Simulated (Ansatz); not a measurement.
Reaction (atomization): `CC[CH](F)[AlH2]` → Al• + 3 C• + F• + 8 H•

Computed with Ansatz on PBE0-D4/def2-TZVP structures; ΔE is electronic, products minus reactants. CCSD(T)/CBS is the MP2 limit (def2-TZVPP, def2-QZVPP) plus CCSD(T) − MP2 in def2-TZVPP, frozen cores. This one scheme is used for every species, atoms too. Functionals use def2-TZVPP. B3LYP here is the variant with VWN-RPA as its local correlation; programs differ in this. No spin–orbit coupling; open shells (•) take unrestricted orbitals. Spin–orbit coupling would lower the free atoms: a little for Al, C, F. Each species was taken in one conformer, which may not be the lowest.

```json
{"level": "PBE-D4", "ΔE (kJ/mol)": "4700.7", "difference from CCSD(T)/CBS": "64.3"}
{"level": "r2SCAN-D4", "ΔE (kJ/mol)": "4644.8", "difference from CCSD(T)/CBS": "8.4"}
{"level": "PBE0-D4", "ΔE (kJ/mol)": "4639.8", "difference from CCSD(T)/CBS": "3.4"}
{"level": "B3LYP-D4", "ΔE (kJ/mol)": "4633.8", "difference from CCSD(T)/CBS": "-2.6"}
{"level": "ωB97X-V", "ΔE (kJ/mol)": "4649.5", "difference from CCSD(T)/CBS": "13.1"}
{"level": "ωB97M-V", "ΔE (kJ/mol)": "4647.8", "difference from CCSD(T)/CBS": "11.4"}
{"level": "B2PLYP", "ΔE (kJ/mol)": "4585.5", "difference from CCSD(T)/CBS": "-50.9"}
{"level": "PBE", "ΔE (kJ/mol)": "4678.2", "difference from CCSD(T)/CBS": "41.8"}
{"level": "r2SCAN", "ΔE (kJ/mol)": "4639.1", "difference from CCSD(T)/CBS": "2.7"}
{"level": "PBE0", "ΔE (kJ/mol)": "4620.9", "difference from CCSD(T)/CBS": "-15.5"}
{"level": "B3LYP", "ΔE (kJ/mol)": "4597.9", "difference from CCSD(T)/CBS": "-38.5"}
{"level": "HF/def2-TZVPP", "ΔE (kJ/mol)": "3470.4", "difference from CCSD(T)/CBS": "-1166.0"}
{"level": "MP2/def2-TZVPP", "ΔE (kJ/mol)": "4576.6", "difference from CCSD(T)/CBS": "-59.8"}
{"level": "SCS-MP2/def2-TZVPP", "ΔE (kJ/mol)": "4566.3", "difference from CCSD(T)/CBS": "-70.1"}
{"level": "CCSD/def2-TZVPP", "ΔE (kJ/mol)": "4475.7", "difference from CCSD(T)/CBS": "-160.7"}
{"level": "CCSD(T)/def2-TZVPP", "ΔE (kJ/mol)": "4530.6", "difference from CCSD(T)/CBS": "-105.8"}
{"level": "HF/def2-QZVPP", "ΔE (kJ/mol)": "3475.3", "difference from CCSD(T)/CBS": "-1161.1"}
{"level": "MP2/def2-QZVPP", "ΔE (kJ/mol)": "4639.0", "difference from CCSD(T)/CBS": "2.6"}
{"level": "SCS-MP2/def2-QZVPP", "ΔE (kJ/mol)": "4635.7", "difference from CCSD(T)/CBS": "-0.7"}
{"level": "HF/CBS(def2)", "ΔE (kJ/mol)": "3476.2", "difference from CCSD(T)/CBS": "-1160.2"}
{"level": "MP2/CBS(def2)", "ΔE (kJ/mol)": "4682.4", "difference from CCSD(T)/CBS": "46.0"}
{"level": "CCSD/CBS(def2)", "ΔE (kJ/mol)": "4581.5", "difference from CCSD(T)/CBS": "-54.9"}
{"level": "CCSD(T)/CBS", "ΔE (kJ/mol)": "4636.4", "difference from CCSD(T)/CBS": "0"}
```

Largest T1 diagnostic among the species: 0.018.

The D4 term adds +35.9 kJ/mol with B3LYP and +18.9 kJ/mol with PBE0; it sums over pairs of atoms, weighted by their polarisabilities, and B3LYP, whose exchange is more repulsive, gets the larger term. From PBE to PBE0 (25 % exact exchange), in def2-TZVPP and without D4, ΔE moves by −57.3 kJ/mol: exact exchange takes away binding that semilocal exchange gives to molecules.

For atomizations the MP2-based limit and the directly extrapolated one differ by several kJ/mol either way, and by 10 to 25 for some Ge, Se and Sn compounds, so smaller differences from it don't rank the levels.
